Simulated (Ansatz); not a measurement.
Clusters of 4 atoms, alloy: gap (eV) at several levels, gas phase, relaxed structures; Ansatz. Clusters are the lowest isomers that short searches found in that spin, judged at the geometry's level. Core potentials for Ag, Au, Bi, Hf, Pd, Te in the def2 sets, no spin–orbit coupling. HOMO and LUMO are taken over both spins. Singlets are spin-restricted. The structures are stationary points that may keep the symmetry of their start. Remarks come from the PBE and PBE0 runs and from stability tests at other levels; not every state was tested.

| species | state | geometry | PBE-D4/def2-SVP | PBE-D4/def2-TZVP | PBE0-D4/def2-SVP | remarks |
| --- | --- | --- | --- | --- | --- | --- |
| ZnCu3 | doublet | B3LYP-D4/def2-SVP | 0.56 | 0.57 | 1.92 | – |
| Cu2Te2 | singlet | PBE-D4/def2-SVP | 0.49 | 0.52 | 1.98 | triplet 0.06 eV lower at PBE0-D4/def2-TZVP (not tabulated), restricted SCF unstable, restricted, untested |
| Ag3Pd | doublet | r2SCAN-D4/def2-SVP | 0.36 | 0.37 | 1.70 | – |
| Hf2Si2 | singlet | PBE-D4/def2-SVP | 0.83 | 0.83 | 2.33 | – |
| K3Bi⁺ | doublet | PBE0-D4/def2-TZVP | 0.73 | 0.72 | 2.24 | – |
| PdAu3 | doublet | r2SCAN-D4/def2-SVP | 0.37 | 0.37 | 2.18 | – |
| Ag3Au | singlet | B3LYP-D4/def2-SVP | 1.32 | 1.32 | 2.53 | – |
